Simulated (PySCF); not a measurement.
**UHF on Li (lithium, neutral)**

Configuration: [He] 2s1, 2S determinant. All numbers are calculated (PySCF 2.14, no relativity, point nucleus, in def2-SVP (3s2p, 9 functions)).

- Total energy: -7.425066 hartree
- One-electron energy: -9.7004 hartree
- Hartree (Coulomb) energy: 4.0530 hartree
- Exchange energy: -1.7776 hartree
- Kinetic energy: 7.42502 hartree
- ⟨S²⟩: 0.7500
- ⟨L²⟩: 0.000
- Sum of ⟨r⟩: 5.105 bohr
- Sum of ⟨r²⟩: 19.44 bohr²
- Density at the nucleus (Gaussians lack the cusp): 12.4 bohr⁻³
- Spin density at the nucleus: 0.253 bohr⁻³
- Langevin diamagnetic susceptibility: -15.4 ×10⁻⁶ cm³/mol
- Time after the integrals: 0.05 s of wall time on 1 thread of Neoverse-N1 (shared host)

```
shell  electrons  mean orbital energy (eV)  rms radius, mean of both spins (bohr)
 1s α          1                   -67.691                                  0.669
 1s β          1                   -67.210                                  0.669
 2s α          1                    -5.229                                   4.31
```
